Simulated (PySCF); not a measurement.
PySCF 2.14 output of an unrestricted M06 calculation on a single atom or ion in aug-cc-pwCVDZ-PP with ECP28MDF (6s5p4d1f, 48 functions), with a scalar-relativistic core potential:

```
SCF conv_tol = 1e-09
number electrons alpha = 14  beta = 11
    Y. Zhao and D. G. Truhlar.,  Theor. Chem. Acc. 120, 215 (2008)
    Y. Zhao and D. G. Truhlar.,  Theor. Chem. Acc. 120, 215 (2008)
cycle= 1 E= -295.397278514125  delta_E= -0.00317  |g|= 0.00872  |ddm|= 0.748
cycle= 2 E= -295.397319021213  delta_E= -4.05e-05  |g|= 0.00274  |ddm|= 0.0364
cycle= 3 E= -295.397322441396  delta_E= -3.42e-06  |g|= 0.00149  |ddm|= 0.0137
cycle= 4 E= -295.397322936523  delta_E= -4.95e-07  |g|= 0.00013  |ddm|= 0.00359
cycle= 5 E= -295.39732294675  delta_E= -1.02e-08  |g|= 1.14e-05  |ddm|= 0.000582
cycle= 6 E= -295.397322946833  delta_E= -8.27e-11  |g|= 8.92e-07  |ddm|= 5.49e-05
converged SCF energy = -295.397322946833  <S^2> = 3.7518193  2S+1 = 4.0009095
```

The run itself started from symmetry-adapted Hartree-Fock orbitals and held the occupation by maximum overlap, on a logarithmic radial grid, so the iterations belong to that start.

Problem. Which element, charge and spin multiplicity is this?

Solution. I (iodine, neutral), multiplicity 4; the state was [Kr] 4d10 5s2 5p4 5d1, one real determinant (an excited configuration).

⟨L²⟩ = 8.00 against 12 for a pure F term, so this real determinant mixes terms. Energies and moments cover only the electrons outside the core potential. The outer electron is Rydberg-like, and this basis confines it to a smaller radius and binds it less than a complete one would. At M06 the highest occupied level has a positive energy, so only the finite basis holds that electron; for this excited configuration the basis is too tight for the outer shell.
